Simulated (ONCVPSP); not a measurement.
## Fe: one change to an ONCV potential, before and after

```
Element                 : Fe (Z = 26)
Generator               : ONCVPSP 4.0.1
Type                    : optimised norm-conserving Vanderbilt (ONCV)
Functional              : PBEsol
Relativity              : scalar-relativistic
Frozen core             : [Ar]
Valence charge          : 8
Reference configuration : 3d6.5 4s1.5
Partial waves           : 4s: rc 2.65 bohr, ncon 3, nbas 6, qcut 2.8 1/bohr, 1 projector; p scattering state at 0.06 Ha: rc 2.45 bohr, ncon 5, nbas 8, qcut 3.7 1/bohr, 2 projectors, debl 0.9 Ha; 3d: rc 0.85 bohr, ncon 3, nbas 7, qcut 10.5 1/bohr, 3 projectors, debl 2.5 Ha
Local potential         : polynomial inside 0.55 bohr (lpopt 5, dvloc0 2 Ha)
Core correction         : Teter function, parameters optimised by the program
```

In the p channel the program set the typed energies aside and used 0.050, 0.950 Ha.

Change: s: qcut 3.7; p: qcut 4.9; d: qcut 13.9.

Cutoffs: the cutoffs (Ha) at which the residual kinetic energy of the hardest occupied pseudo-wave falls to 1 and 0.1 mHa per electron; they do not see the model core or the augmentation charge, which bear on the density cutoff. Errors are all-electron minus pseudo energies relative to the spin-unpolarised reference configuration.

What does the change do?

Both files keep a bound ghost (d, p, s); the lowest positive-energy flag moves from s at 11.7 eV to none; the number of tests with a reliable result goes from 4 to 3; of the 3 tests that both files solve, the error grows in 2 and shrinks in 1 by more than 15 % and 0.3 meV (median size 7.4 → 14.7 meV).

```csv
quantity,base,changed
"cutoffs, loose and tight",not determined,"87 Ha, 166 Ha"
bound ghosts,"s, p, d","s, p, d"
GHOST(+) flags under 300 eV,s at 11.7 eV,none
tests with a reliable result,4 of 4,3 of 4
"error for 3d6 4s2, meV [ΔE 0.73 eV]",-23,-33
"error for 3d6 4s1, meV [ΔE 9.48 eV]",+4.1,+0.8
"error for 3d6 4s1.5, meV [ΔE 4.23 eV]",-7.4,-15
s: phases at 2.70 bohr within 0.05 rad from the reference energy up to (Ha; the scan ends near 5),0.3,0.4
p: phases at 2.49 bohr within 0.05 rad from the reference energy up to (Ha; the scan ends near 5),2.4,2.7
d: phases at 0.86 bohr within 0.05 rad from the reference energy up to (Ha; the scan ends near 5),to the end of the scan,to the end of the scan
"rms error of d²Exc/dni dnj with the model core, mHa",0.19,0.02
```

 A true bound ghost makes a file unfit for plane-wave use even where its test errors are small: the radial tests pick states by their node count and pass the ghost by.
